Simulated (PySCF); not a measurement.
## CsBa: from constants to spectrum

PBE0 constants of CsBa, ²Σ⁺ (doublet), unpaired electrons σ ↑ (basis Cs x2c-TZVPall, Ba x2c-TZVPall; spin-free X2C with a Gaussian nucleus; PySCF 2.14; masses 132.9054 and 137.9052 u):

- ωe: 36.1 cm⁻¹
- ωexe: 0.143 cm⁻¹
- Be: 0.010027 cm⁻¹
- αe: 4.26e-05 cm⁻¹
- De to Cs + Ba: 0.231 eV

**Question.** What force constant and bond length do these constants imply?

**Answer.** Reduced mass μred = 67.680 u; k = 5.8918×10⁻⁷·μred·ωe² (u, cm⁻¹, mdyn/Å) = 0.0520 mdyn/Å; Re = √(16.8576/(μred·Be)) (u, cm⁻¹, Å) = 4.984 Å.

**Question.** Estimate the centrifugal constant D from the Kratzer relation and find the Dunham coefficient a1.

**Answer.** D = 4Be³/ωe² = 3.09e-09 cm⁻¹; a1 = −1 − αeωe/(6Be²) = -3.55.

The bond is weak. Basis-set superposition, not corrected here, can be much of De in a small basis, most of all at correlated wavefunction levels. Functionals without a dispersion term scatter widely for such bonds, and LDA overbinds them. Spin–orbit coupling is left out. The state was picked by a PBE0 search and need not be the measured ground state.
